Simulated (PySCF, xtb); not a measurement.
Ga(Cl)(Me)(NH2) (CH₅ClGaN), SMILES [NH2][Ga]([CH3])[Cl]. The values are those of a single conformer.

Harmonic wavenumbers (cm⁻¹) from xtb 6.7.1 with GFN2-xTB at its own minimum, in rising order: 15, 98, 108, 135, 202, 283, 362, 499, 532, 596, 646, 681, 1245, 1421, 1430, 1451, 2955, 2959, 2979, 3388, 3433.

Problem. What does PySCF 2.14.0 with PBE0-D3(BJ)/def2-SVP give at its own minimum? (The exact figures need the calculation; the answer reports its results.)

Solution. 61, 136, 149, 159, 262, 405, 406, 590, 694, 724, 738, 771, 1224, 1427, 1427, 1513, 3068, 3177, 3186, 3626, 3739. Paired by order, the mean absolute difference is 101 cm⁻¹ and the zero-point energies are 36.3 and 39.3 kcal/mol.
